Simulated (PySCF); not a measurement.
**Vibration and rotation of AgBr**

RHF-CCSD(T) constants of AgBr, ¹Σ⁺ (singlet), closed shell (PySCF, spin-free X2C with a Gaussian nucleus, basis sets Ag x2c-TZVPPall, Br x2c-TZVPPall; masses 106.9051 and 78.9183 u):

| Property | Result |
| --- | --- |
| ωe | 243.5 cm⁻¹ |
| ωexe | 0.583 cm⁻¹ |
| Be | 0.063934 cm⁻¹ |
| αe | 0.000231 cm⁻¹ |
| De to Ag (4d10 5s1) + Br | 2.84 eV |

(1) What force constant and bond length do these constants imply?

(2) Estimate the centrifugal constant D from the Kratzer relation and find the Dunham coefficient a1.

Correlated steps freeze 23 core orbitals. Spin–orbit coupling is left out, which matters for elements this heavy, above all for dissociation energies. Where the molecule has an RHF reference, its open-shell atoms are computed with UHF.

## Answers

(1) Reduced mass μred = 45.402 u; k = 5.8918×10⁻⁷·μred·ωe² (u, cm⁻¹, mdyn/Å) = 1.59 mdyn/Å; Re = √(16.8576/(μred·Be)) (u, cm⁻¹, Å) = 2.410 Å.

(2) D = 4Be³/ωe² = 1.76e-08 cm⁻¹; a1 = −1 − αeωe/(6Be²) = -3.29.
